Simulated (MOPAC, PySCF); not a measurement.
C5H6, SMILES `C#CC(=C)C`, neutral singlet in the gas phase. 

Cartesian coordinates (Å):
```xyz
11

C      2.4246    -0.0651     0.5664
C      1.2420     0.0866     0.4059
C     -0.1648     0.2105     0.2099
C     -0.7537     1.4081     0.2318
C     -0.9152    -1.0679    -0.0170
H      3.4725    -0.1824     0.7100
H     -1.8231     1.5010     0.0828
H     -0.1839     2.3133     0.3981
H     -0.5318    -1.5869    -0.8991
H     -1.9789    -0.8735    -0.1567
H     -0.7877    -1.7437     0.8325
```
Charge 0, multiplicity 1.

All levels are single points at this geometry (PBE0-D3(BJ)/def2-TZVP); Pople sets use spherical d functions. Orbital energies aren't observables, and empty levels follow the basis.

| level | HOMO (eV) | LUMO (eV) | gap (eV) | dipole (D) | vertical IE, Delta-SCF (eV) |
|---|---|---|---|---|---|
| M06-2X/def2-TZVP in PySCF | -8.15 | 0.14 | 8.29 | 0.52 | 9.23 |
| BP86/6-31G* in PySCF | -5.67 | -1.30 | 4.37 | 0.46 | – |
| M06-2X/6-31G* in PySCF | -7.86 | 0.64 | 8.50 | 0.40 | – |
| PBE/6-31G* in PySCF | -5.58 | -1.20 | 4.38 | 0.46 | 8.73 |
| HF/3-21G in PySCF | -9.10 | 3.64 | 12.74 | 0.45 | – |
| HF/STO-3G in PySCF | -7.47 | 7.08 | 14.55 | 0.32 | – |
| AM1 in MOPAC | -9.62 | 0.57 | 10.19 | 0.27 | – |
| PM6 in MOPAC | -9.75 | 0.45 | 10.19 | 0.70 | – |
| PM7 in MOPAC | -9.80 | 0.30 | 10.10 | 0.62 | – |
